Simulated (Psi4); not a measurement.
C2H7BOS (SMILES CSB(C)O), singlet, geometry from GFN2-xTB; PBE/6-311G** in Psi4.

The Psi4 input:
```
memory 2 GB

molecule {
0 1
B     0.22834740    0.20111927    0.71899345
C     0.29652756   -0.33470476    2.21525801
H     0.00800479   -1.37872568    2.29410342
H    -0.36910822    0.23599462    2.86252013
H     1.29900311   -0.23517602    2.63042480
O     0.65240900    1.42245791    0.33986102
H     1.01750392    1.98810039    1.01967195
S    -0.45765302   -0.85068297   -0.57492696
C    -0.31603037    0.22580383   -2.04155875
H    -0.89858369    1.12652971   -1.88009694
H    -0.70568525   -0.33462747   -2.88419514
H     0.72732130    0.47697784   -2.19964789
}

set {
  basis 6-311g**
}

energy('pbe')
print_variables()
```

The log (banner, timings and long lists left out):

```
   => Loading Basis Set <=

    Name: 6-311G**
    Role: ORBITAL
    Keyword: BASIS

         ---------------------------------------------------------
                                   SCF
               by Justin Turney, Rob Parrish, Andy Simmonett
                          and Daniel G. A. Smith
                              RKS Reference
         ---------------------------------------------------------

  ==> Geometry <==

    Molecular point group: c1
    Full point group: C1

    Geometry (in Angstrom), charge = 0, multiplicity = 1:

       Center              X                  Y                   Z               Mass
    ------------   -----------------  -----------------  -----------------  -----------------
         B            0.237567342211     0.219389120757     0.731082032566    11.009305360000
         C            0.305747502211    -0.316434909243     2.227346592566    12.000000000000
         H            0.017224732211    -1.360455829243     2.306192002566     1.007825032230
         H           -0.359888277789     0.254264470757     2.874608712566     1.007825032230
         H            1.308223052211    -0.216906169243     2.642513382566     1.007825032230
         O            0.661628942211     1.440727760757     0.351949602566    15.994914619570
         H            1.026723862211     2.006370240757     1.031760532566     1.007825032230
         S           -0.448433077789    -0.832413119243    -0.562838377434    31.972071174400
         C           -0.306810427789     0.244073680757    -2.029470167434    12.000000000000
         H           -0.889363747789     1.144799560757    -1.868008357434     1.007825032230
         H           -0.696465307789    -0.316357619243    -2.872106557434     1.007825032230
         H            0.736541242211     0.495247690757    -2.187559307434     1.007825032230

  Running in c1 symmetry.

  Rotational constants: A =      0.21914  B =      0.09461  C =      0.06775 [cm^-1]
  Rotational constants: A =   6569.65852  B =   2836.42961  C =   2031.06358 [MHz]
  Nuclear repulsion =  215.994035929546300

  Charge       = 0
  Multiplicity = 1
  Electrons    = 48
  Nalpha       = 24
  Nbeta        = 24

  ==> Algorithm <==

  SCF Algorithm Type is DF.
  DIIS enabled.
  MOM disabled.
  Fractional occupation disabled.
  Guess Type is SAD.
  Energy threshold   = 1.00e-06
  Density threshold  = 1.00e-06
  Integral threshold = 1.00e-12

  ==> Primary Basis <==

  Basis Set: 6-311G**
    Blend: 6-311G**
[...]
   @DF-RKS iter   5:  -578.42981022143726   -1.42636e-02   2.59680e-04 DIIS/ADIIS
   @DF-RKS iter   6:  -578.43029908848280   -4.88867e-04   9.41882e-05 DIIS
   @DF-RKS iter   7:  -578.43039011463986   -9.10262e-05   2.41351e-05 DIIS
   @DF-RKS iter   8:  -578.43039542708300   -5.31244e-06   5.55579e-06 DIIS
   @DF-RKS iter   9:  -578.43039572069756   -2.93615e-07   2.68391e-06 DIIS
   @DF-RKS iter  10:  -578.43039579547121   -7.47737e-08   5.02667e-07 DIIS
  Energy and wave function converged.

  ==> Post-Iterations <==

   Electrons on quadrature grid:
      Ntotal   =   47.9999794920 ; deviation = -2.051e-05

    Orbital Energies [Eh]
    ---------------------

    Doubly Occupied:

[...]
    Virtual:

[...]
    Final Occupation by Irrep:
              A
    DOCC [    24 ]
    NA   [    24 ]
    NB   [    24 ]

  @DF-RKS Final Energy:  -578.43039579547121

   => Energetics <=

    Nuclear Repulsion Energy =            215.9940359295462997
    One-Electron Energy =               -1223.4903453471749799
    Two-Electron Energy =                 480.5641521866918424
    DFT Exchange-Correlation Energy =     -51.4982385645344607
    Empirical Dispersion Energy =           0.0000000000000000
    VV10 Nonlocal Energy =                  0.0000000000000000
    Total Energy =                       -578.4303957954712132

Computation Completed

Properties will be evaluated at   0.000000,   0.000000,   0.000000 [a0]

Properties computed using the SCF density matrix

 Multipole Moments:

 ------------------------------------------------------------------------------------
     Multipole            Electronic (a.u.)      Nuclear  (a.u.)        Total (a.u.)
 ------------------------------------------------------------------------------------

 L = 1.  Multiply by 2.5417464519 to convert [e a0] to [Debye]
 Dipole X            :         -0.4677805            0.8363115            0.3685311
 Dipole Y            :         -0.8660327            1.6572005            0.7911678
 Dipole Z            :         -0.8028879            1.0965172            0.2936293
 Magnitude           :                                                    0.9208582

 ------------------------------------------------------------------------------------

  Variable Map:
  ----------------------------------------------------------------------------
[...]
  Array Variable Map:
  ----------------------------------------------------------------------------
[...]
[...]
```
